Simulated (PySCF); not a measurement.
CBr2Cl2, SMILES ClC(Cl)(Br)Br.

Coordinates come from a PBE-D3(BJ)/def2-SVP optimisation.

Method: PBE-D3(BJ)/def2-SVP (PySCF).

Frequencies are harmonic and unscaled.

Computed vibrational spectrum:
| mode | ν (cm⁻¹) | IR (km/mol) | moving atoms (share of kinetic energy) |
|---|---|---|---|
| 1 | 147 | 0.0 | Br 69 %, Cl 30 % |
| 2 | 167 | 0.0 | Cl 73 %, Br 27 % |
| 3 | 223 | 0.6 | Br 55 %, Cl 45 % |
| 4 | 233 | 0.4 | Cl 50 %, Br 49 % |
| 5 | 256 | 0.1 | Cl 77 %, Br 14 %, C 9 % |
| 6 | 373 | 0.6 | Cl 78 %, Br 15 % |
| 7 | 631 | 177.7 | C 95 % |
| 8 | 690 | 169.4 | C 87 %, Cl 12 % |
| 9 | 729 | 156.2 | C 86 %, Cl 14 % |
